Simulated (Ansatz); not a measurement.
Ansatz (a program for electronic structure) input (B3LYP-D3(BJ)/def2-TZVP):

Ansatz 0.2 input:
```yaml
crystal:
  periodic: [false, false, false]
  atoms:
    - {symbol: La, position_ang: [0.01143649, -0.00628876, -0.00652991]}
    - {symbol: F, position_ang: [-1.71349607, -1.06005421, 0.05146417]}
    - {symbol: F, position_ang: [0.02491344, 1.86936584, -0.76203523]}
    - {symbol: F, position_ang: [1.72273181, -0.82839601, 0.68991580]}
basis:
  gaussian:
    orbitals: def2-TZVP
hamiltonian:
  xc: b3lyp
  dispersion: d3bj
total_charge: -1
magnetization: {spin_polarized: true, initial_magnetization: 1}
relax: {f_tol: 0.002, max_steps: 150}
```

End of the output:

```
relax step  11: F+E_penalty+E_count = -9022.02927220 eV  Δ(F+E_penalty+E_count) = -2.389e-2 eV  max|allowed force component| = 5.139e-2 eV/Å  Δτ_max = 0.1460 Å  (34 SCF iters, accepted)
these checks for a lower state are left out or cut short: starts, cluster_reference, orbital_swaps, neighbouring_geometries, increment
integrals: 0.04 GiB planned
815 factors; their error is unknown
mean field: 0.54 GiB planned
mean field -9021.94435678 eV, -331.5503398182 hartree, gradient 1.6e-5 eV, S^2 0.750249; 0 other end points of the search recorded, 0 dependent functions left out
the calculation of the forces begins
reference -9021.94459676 eV, -331.5503486371 hartree; 20, 19 occupied and 113, 114 virtual orbitals, 815 factors
relax step  12: F+E_penalty+E_count = -9022.03008248 eV  Δ(F+E_penalty+E_count) = -8.103e-4 eV  max|allowed force component| = 4.903e-3 eV/Å  Δτ_max = 0.0239 Å  (30 SCF iters, accepted)
these checks for a lower state are left out or cut short: starts, cluster_reference, orbital_swaps, neighbouring_geometries, increment
integrals: 0.04 GiB planned
815 factors; their error is unknown
mean field: 0.54 GiB planned
mean field -9021.94433641 eV, -331.5503390694 hartree, gradient 1.3e-5 eV, S^2 0.750247; 0 other end points of the search recorded, 0 dependent functions left out
the calculation of the forces begins
reference -9021.94457629 eV, -331.5503478851 hartree; 20, 19 occupied and 113, 114 virtual orbitals, 815 factors
relax step  13: F+E_penalty+E_count = -9022.03010156 eV  Δ(F+E_penalty+E_count) = -1.908e-5 eV  max|allowed force component| = 1.019e-3 eV/Å  Δτ_max = 0.0045 Å  (24 SCF iters, accepted)
integrals: 0.04 GiB planned
815 factors; their error is unknown
mean field: 0.54 GiB planned
mean field evaluation 96: about -9021.9057 eV, gradient 6.8e-2 eV
mean field -9021.94433641 eV, -331.5503390694 hartree, gradient 1.4e-5 eV, S^2 0.750247; 1 other end points of the search recorded, 0 dependent functions left out
the calculation of the forces begins
reference -9021.94457629 eV, -331.5503478851 hartree; 20, 19 occupied and 113, 114 virtual orbitals, 815 factors
Total energy: -9022.03034145 eV, -331.5534996964 hartree
Atom 0 at    -0.084118     0.175101     0.442259 Å, force    -0.000772     0.000177    -0.000282 eV/Å
Atom 1 at    -1.759106    -1.167882    -0.095533 Å, force    -0.000529    -0.000505     0.000235 eV/Å
Atom 2 at     0.057338     1.893254    -0.945668 Å, force     0.000282     0.000791    -0.000184 eV/Å
Atom 3 at     1.831471    -0.925845     0.571756 Å, force     0.001019    -0.000462     0.000232 eV/Å
Dipole moment:     0.048830    -0.092250    -0.228087 e Å
```

The spin state was set by rule; other spins were not relaxed.
